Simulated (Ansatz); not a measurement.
Relaxation of GaGeH$_{3}$O$_{2}$ (7 atoms, charge 0, multiplicity 1), to a largest force component of 0.02 eV/Å in at most 50 steps.

These are results of RKS PBE/def2-SVP in Ansatz, not measurements.

```xyz
7
Properties=species:S:1:pos:R:3
O -1.414 -0.349 -0.684
Ga -0.804 -0.972 0.104
O 0.255 -1.249 0.922
Ge 1.359 0.221 0.663
H -1.496 0.482 -1.306
H 0.513 -1.663 1.784
H 1.679 0.317 -0.831
```

Question: Where does it end, and by what steps?

Answer: The run converged. After 25 steps the energy has fallen by 25.791 eV; Ga2 moved furthest, 0.99 Å. The start is strongly strained (largest force component 60 eV/Å), so its close contacts needn't be bonds. Parted: Ga2–Ge4. Joined: O1–Ge4.

```tsv
step	energy less start (eV)	largest force component (eV/Å)	accepted
0	0.0000	60.400	yes
1	-15.0033	14.591	yes
2	-19.8054	7.207	yes
3	-21.5344	4.489	yes
4	-22.7380	2.933	yes
5	-23.1820	2.589	yes
6	-23.8089	1.738	yes
7	-24.2532	1.013	yes
8	-24.4690	0.830	yes
9	-24.5544	1.004	yes
10	-24.5889	0.968	yes
11	-24.6153	1.125	yes
12	-24.6494	0.916	yes
13	-24.6975	1.172	yes
14	-24.7830	1.472	yes
15	-25.0366	1.438	yes
16	-25.3311	1.316	yes
17	-25.5183	2.058	yes
18	-25.7053	0.475	yes
19	-25.7682	0.318	yes
20	-25.7804	0.217	yes
21	-25.7877	0.335	yes
22	-25.7905	0.037	yes
23	-25.7909	0.022	yes
24	-25.7911	0.040	yes
25	-25.7911	0.007	yes
```

```xyz
7
Properties=species:S:1:pos:R:3
O -0.983 0.161 -0.426
Ga -1.302 -1.822 0.023
O 0.496 -1.337 0.943
Ge 0.779 0.583 0.458
H -1.144 0.524 -1.317
H 0.664 -1.546 1.882
H 1.583 0.223 -0.912
```

Time of the run: 31 s on 2 threads of Intel(R) Xeon(R) 6975P-C (Granite Rapids), on a shared host, peak memory 0.24 GiB.
